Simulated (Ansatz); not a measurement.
One change: `[NH2][AlH][SeH]` becomes `[NH2][AlH][Br]`.

Ansatz, PBE0-D4/def2-TZVP geometries, multiplicity 1. Each molecule was computed in one conformer, which needn't be the lowest.

Scalar relativity is left out up to krypton. Spin–orbit coupling is left out; it splits and shifts lone-pair levels of the heavy atoms by tenths of an eV.

```json
{"property": "size of the dipole moment (B3LYP/def2-TZVPP) / D", "`[NH2][AlH][SeH]`": "1.47"}
{"property": "HOMO energy (PBE/def2-TZVPP) / eV", "`[NH2][AlH][SeH]`": "-5.87"}
{"property": "HOMO energy (B3LYP/def2-TZVPP) / eV", "`[NH2][AlH][SeH]`": "-6.79"}
{"property": "HOMO–LUMO gap (PBE0/def2-TZVPP) / eV", "`[NH2][AlH][SeH]`": "6.63"}
{"property": "LUMO energy (PBE/def2-TZVPP) / eV", "`[NH2][AlH][SeH]`": "-1.14"}
{"property": "HOMO–LUMO gap (PBE/def2-TZVPP) / eV", "`[NH2][AlH][SeH]`": "4.73"}
```

(1) Give the same properties after the change, and the shifts. (An estimate is asked.)

Answers

(1) The calculation gave: 
```tsv
property	`[NH2][AlH][Br]`	shift
size of the dipole moment (B3LYP/def2-TZVPP) / D	2.21	0.74
HOMO energy (PBE/def2-TZVPP) / eV	-6.43	-0.56
HOMO energy (B3LYP/def2-TZVPP) / eV	-7.54	-0.75
HOMO–LUMO gap (PBE0/def2-TZVPP) / eV	7.20	0.57
LUMO energy (PBE/def2-TZVPP) / eV	-1.35	-0.21
HOMO–LUMO gap (PBE/def2-TZVPP) / eV	5.08	0.35
```

With PBE0 the HOMO falls by 0.76 eV and the LUMO falls by 0.19 eV, so the gap widens by about 0.57 eV. PBE moves the HOMO by -0.56 eV and ωB97M-V by -0.97 eV. The zero-point energy changes by -18.5 kJ/mol with -3 modes. Dipoles are sizes alone; their direction can turn.

B3LYP here is the variant with VWN-RPA as its local correlation; programs differ in this.
